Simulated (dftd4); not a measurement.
C7H7O (SMILES COc1c[c]ccc1), doublet, at a GFN2-xTB geometry; D4 for wb97x (dftd4 4.2.0).

The dftd4 input:
```
$ dftd4 mol.xyz --func wb97x --charge 0 --json dftd4.json --noedisp --property

# file mol.xyz
15

C     -2.71619382    -0.23922739    -0.19628036
O     -1.71539726     0.65853627     0.21840802
C     -0.41327180     0.28001990     0.10394132
C      0.53555447     1.22374249     0.53624467
C      1.84761222     0.89309559     0.44236858
C      2.33454345    -0.28859707    -0.04028834
C      1.38981155    -1.21596845    -0.46553379
C      0.03451983    -0.93768379    -0.39531439
H     -3.66172997     0.26925835    -0.01436561
H     -2.68795508    -1.16808676     0.38276678
H     -2.63033428    -0.47227146    -1.26267211
H      0.18687774     2.16797733     0.92332803
H      3.38939188    -0.50524518    -0.09496425
H      1.71856499    -2.16835611    -0.85676246
H     -0.66709266    -1.68385402    -0.73542069
```

It wrote (shortened):

```
                    ____  _____ _____     ____  _  _
      -------------|  _ \|  ___|_   _|---|  _ \| || |------------
     |             | | | | |_    | | ___ | | | | || |_           |
     |             | |_| |  _|   | ||___|| |_| |__   _|          |
     |             |____/|_|     |_|     |____/   |_|            |
     |             ===================================           |
     |            E. Caldeweyher, S. Ehlert & S. Grimme          |
     |          Mulliken Center for Theoretical Chemistry        |
     |                    University of Bonn                     |
      -----------------------------------------------------------

Rational (Becke-Johnson) damping: wb97x-D4-ATM
---------------------
  s6         1.0000
  s8         0.5093
  s9         1.0000
  a1         0.0662
  a2         5.4487
 alp        16.0000
--------------------

Atomic data, radii in Ångström:
------------------------------------------------------
   Z          R(cov)      r4/r2   hardness         EN
------------------------------------------------------
   6 C        1.0000     1.6431     0.4220     2.5500
   8 O        0.8400     1.3725     0.5869     3.4400
   1 H        0.4267     1.0622     0.4726     2.2000
------------------------------------------------------

Atomic reference systems (in atomic units):
----------------------------------------------------------------------------
   Z        #      CN     q+Z       C6(AA)   #      CN     q+Z       C6(AA)
----------------------------------------------------------------------------
   6 C      1  0.0000  6.0000      49.3833   2  0.9189  5.8288      52.1688
            3  1.9079  5.8579      35.6972   4  2.8312  5.7775      35.8445
            5  3.7487  5.7435      28.6317   6  2.9183  5.8956      32.2504
            7  0.8556  6.2103      25.6194
   8 O      1  0.0000  8.0000      15.5711   2  0.8042  7.6453      20.8489
            3  1.6112  7.4012      24.8631   4  0.9798  8.0000      14.9880
   1 H      1  0.0000  1.0000       7.6362   2  0.8942  1.0000       3.0374
----------------------------------------------------------------------------

Atomic properties (in atomic units):
----------------------------------------------------------------------------
     #    Z              CN          q      C6(AA)        C8(AA)   alpha(0)
----------------------------------------------------------------------------
     1    6 C        3.6443    -0.1096     25.6176      740.9049     7.3540
     2    8 O        1.7052    -0.3283     19.3389      390.2704     5.9498
     3    6 C        2.8748     0.0938     27.3330      790.5173     8.5433
     4    6 C        2.9160    -0.0591     31.0554      898.1764     9.1095
     5    6 C        2.0209    -0.0868     33.9835      982.8623     9.4038
     6    6 C        2.9127    -0.0838     31.7160      917.2821     9.2056
     7    6 C        2.9349    -0.1080     32.3740      936.3121     9.3021
     8    6 C        2.9152    -0.0969     32.0742      927.6404     9.2577
     9    1 H        0.9247     0.1121      1.6789       20.2948     2.0263
    10    1 H        0.9239     0.1021      1.7659       21.3465     2.0781
    11    1 H        0.9239     0.1021      1.7659       21.3465     2.0781
    12    1 H        0.9258     0.1287      1.5445       18.6708     1.9435
    13    1 H        0.9258     0.1160      1.6455       19.8915     2.0060
    14    1 H        0.9255     0.1103      1.6939       20.4764     2.0353
    15    1 H        0.9257     0.1073      1.7195       20.7862     2.0506
----------------------------------------------------------------------------

Molecular properties (in atomic units):
----------------------------------------
 molecular C6                2713.0625
 molecular C8               67082.5297
----------------------------------------

Dispersion energy:      -2.8054887240161E-02 Eh

[Info] JSON dump of results written to 'dftd4.json'
```
